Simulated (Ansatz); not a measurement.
`CBBO`, 10 atoms. Charge 0, multiplicity 1. All runs use 2 threads of an Arm Neoverse V2 on a shared host. Correlated methods freeze the cores.

Task: How many basis functions does each run have, and how long does it take in Ansatz? RKS ωB97M-V/def2-QZVPP energy; RKS PBE0-D4/def2-TZVP relaxation (9 steps); RHF-CCSD(T)/def2-TZVPP energy; RKS r2SCANh-D4/def2-TZVPP energy; RHF-CCSD(T)/def2-SVP energy; RKS r2SCAN0-D4/def2-TZVPP energy; RKS PBE0-D4/def2-QZVPP energy; RKS PBE0-D4/def2-TZVP frequencies; RKS SPW92 (LDA)/def2-TZVPP energy; RKS ωB97M-V/def2-SVP energy; RKS PBE0-D4/def2-SVP energy; RKS PBE-QIDH (frozen core)/def2-TZVPP energy. (An estimate is asked.)

Result: Computed: Other jobs shared the machine, so times are rough.

```csv
level,job,functions,wall time,peak host memory (GiB)
RKS PBE0-D4/def2-SVP,energy,86,0.8 s,0.37
RKS SPW92 (LDA)/def2-TZVPP,energy,208,1.1 s,0.19
RHF-CCSD(T)/def2-SVP,energy,86,2.8 s,0.37
RKS ωB97M-V/def2-SVP,energy,86,3.5 s,0.37
RKS r2SCAN0-D4/def2-TZVPP,energy,208,3.9 s,0.37
RKS r2SCANh-D4/def2-TZVPP,energy,208,4 s,0.37
RKS PBE-QIDH (frozen core)/def2-TZVPP,energy,208,4.4 s,0.39
RKS PBE0-D4/def2-QZVPP,energy,408,5.5 s,0.92
RKS ωB97M-V/def2-QZVPP,energy,408,14 s,1.1
RKS PBE0-D4/def2-TZVP,relaxation (9 steps),160,25 s,0.28
RHF-CCSD(T)/def2-TZVPP,energy,208,70 s,2.9
RKS PBE0-D4/def2-TZVP,frequencies,160,98 s,0.37
```
